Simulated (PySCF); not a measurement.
SMILES Bc1ccc([SiH3])s1 (C₄H₇BSSi) (GFN2-xTB optimised geometry):

```
14

B     -1.412    -2.412     0.002
C     -0.454    -1.234     0.000
C      0.928    -1.234     0.000
C      1.505     0.040     0.000
C      0.586     1.060     0.000
Si     0.891     2.912    -0.002
S     -1.015     0.423     0.000
H     -2.567    -2.231     0.002
H     -0.976    -3.497     0.003
H      1.498    -2.147     0.000
H      2.567     0.218     0.000
H      0.244     3.497     1.173
H      2.340     3.107     0.047
H      0.328     3.482    -1.227
```

Calculation: B3LYP/def2-TZVP (PySCF).

Problem. What are the frontier orbital energies and the dipole moment?

Solution. HOMO-2 -8.93 eV, HOMO-1 -7.34 eV, HOMO -7.18 eV, LUMO -2.39 eV, LUMO+1 -0.24 eV; dipole moment 1.85 D.

On the same geometry PBE/def2-TZVP in PySCF 2.14.0 gives HOMO-2 -7.74 eV, HOMO-1 -6.59 eV, HOMO -6.49 eV, LUMO -3.05 eV, LUMO+1 -1.02 eV; dipole moment 1.96 D.

Meta-Löwdin charges at B3LYP/def2-TZVP: B1 -0.06, C2 -0.20, C3 -0.09, C4 -0.14, C5 -0.34, Si6 0.53, S7 0.31, H8 0.01, H9 0.01, H10 0.13, H11 0.13, H12 -0.10, H13 -0.10, H14 -0.10.
